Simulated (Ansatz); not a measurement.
```yaml
crystal:
  periodic: [false, false, false]
  atoms:
    - {symbol: O, position_ang: [-0.910255, 0.272510, 1.132918]}
    - {symbol: Ge, position_ang: [-0.014249, -0.055823, -0.336130]}
    - {symbol: O, position_ang: [1.267134, -1.165640, 0.071004]}
    - {symbol: Cl, position_ang: [-1.192298, -0.987442, -1.826264]}
    - {symbol: Cl, position_ang: [0.724354, 1.785792, -1.119753]}
    - {symbol: H, position_ang: [-1.437481, 1.074931, 1.084794]}
    - {symbol: H, position_ang: [1.623995, -0.992329, 0.947730]}
basis:
  gaussian: {orbitals: x2c-TZVPPall, point_charges: [{charge: -1.00, position_ang: [4.842, -0.767, 0.844]}]}
total_charge: -1
magnetization: {spin_polarized: true, initial_magnetization: 1}
hamiltonian: {xc: {name: revPBE0}}
output: {forces: true}
```

```sh
$ ansatz run in.yaml --threads 4 --pin off --events-out ev --progress --plain --max-ram 10444MiB
```

Shortened log:

```
Functional definition: revPBE0
1450 factors; their error is unknown
mean field evaluation 1: about -86352.4452 eV, gradient 3.8e1 eV
mean field evaluation 2: about -86342.3401 eV, gradient 6.7e1 eV
mean field evaluation 4: about -86356.8669 eV, gradient 3.1e0 eV
mean field evaluation 8: about -86356.9051 eV, gradient 1.4e-1 eV
mean field evaluation 16: about -86357.1214 eV, gradient 1.2e-3 eV
mean field -86357.12135472 eV, -3173.5656748267 hartree, gradient 4.1e-5 eV, S^2 0.752192; 2 other end points of the search recorded, 0 dependent functions left out
reference -86357.12139314 eV, -3173.5656762386 hartree; 43, 42 occupied and 179, 180 virtual orbitals, 1450 factors
Total energy: -86357.12139314 eV, -3173.5656762386 hartree
Relativity: scalar
Atom 0 at    -0.910255     0.272510     1.132918 Å, force    -1.057488    -0.043084     2.797901 eV/Å
Atom 1 at    -0.014249    -0.055823    -0.336130 Å, force     0.565016    -0.023244     0.874858 eV/Å
Atom 2 at     1.267134    -1.165640     0.071004 Å, force     0.872063    -1.307314     0.560515 eV/Å
Atom 3 at    -1.192298    -0.987442    -1.826264 Å, force    -2.303074    -2.162302    -2.962578 eV/Å
Atom 4 at     0.724354     1.785792    -1.119753 Å, force     1.437009     3.220726    -1.288739 eV/Å
Atom 5 at    -1.437481     1.074931     1.084794 Å, force    -0.214557     0.331834    -0.075038 eV/Å
Atom 6 at     1.623995    -0.992329     0.947730 Å, force     0.424540     0.029978    -0.113586 eV/Å
Dipole moment:     0.496219    -0.026890     0.335558 e Å
```

It took 12 s on 4 threads of an Arm Neoverse V1 on a shared host, with 0.99 GiB of host memory at the peak.
